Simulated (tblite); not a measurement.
Q: Write Cartesian coordinates for `C/C=C/[P@@](C)(=O)C(C)C` as optimised with GFN2-xTB.

A: 
```
atom  x, y, z in Å
C1     3.6998   -0.1093    0.4610
C2     2.3390   -0.5419    0.0439
C3     1.3079    0.2578   -0.1895
P4    -0.2621   -0.4790   -0.7072
C5    -0.6795    0.3961   -2.2690
O6    -0.2182   -1.9385   -0.8571
C7    -1.5038    0.1038    0.5453
C8    -2.8830   -0.3652    0.1076
C9    -1.1043   -0.5104    1.8789
H10    3.9537   -0.5543    1.4227
H11    3.7658    0.9733    0.5423
H12    4.4362   -0.4580   -0.2622
H13    2.1868   -1.6074   -0.0800
H14    1.3716    1.3319   -0.0896
H15   -0.8148    1.4629   -2.1203
H16   -1.5853   -0.0469   -2.6772
H17    0.1367    0.2207   -2.9679
H18   -1.4745    1.1955    0.6074
H19   -3.6162   -0.1876    0.8929
H20   -3.2098    0.1549   -0.7907
H21   -2.8504   -1.4334   -0.1019
H22   -0.1236   -0.1521    2.1900
H23   -1.0543   -1.5930    1.7744
H24   -1.8295   -0.2666    2.6540
```

Any rigid rotation of these coordinates is as good. Atoms count from 1 in this order. P4 (phosphoryl phosphorus) is distorted tetrahedral (angles from 104.3° to 114.1°). The 3 C–P bonds span 1.810 Å (C3–P4, drawn single) to 1.858 Å (P4–C7, drawn single), a spread of 0.048 Å. The 4 C–C bonds span 1.326 Å (C2=C3, drawn double) to 1.522 Å (C7–C9, drawn single), a spread of 0.196 Å. Of the pairs four or more bonds apart, O6···H13 is among the closest relative to their van der Waals radii: 2.55 Å, 94 % of the sum of Bondi's values.

Bonds between heavy atoms (Å): C1–C2 1.488, C2=C3 1.326, C3–P4 1.810, P4–C5 1.838, P4=O6 1.468, P4–C7 1.858, C7–C8 1.521, C7–C9 1.522.

The geometry is computed with GFN2-xTB (gas phase).

Point group: C1 (no symmetry element, even within 0.4 Å). Its GFN2-xTB frequencies are all real (lowest 46 cm⁻¹). One conformer, not necessarily the lowest (C2–C3–P4–C5 -126°, C3–P4–C7–C8 175°).
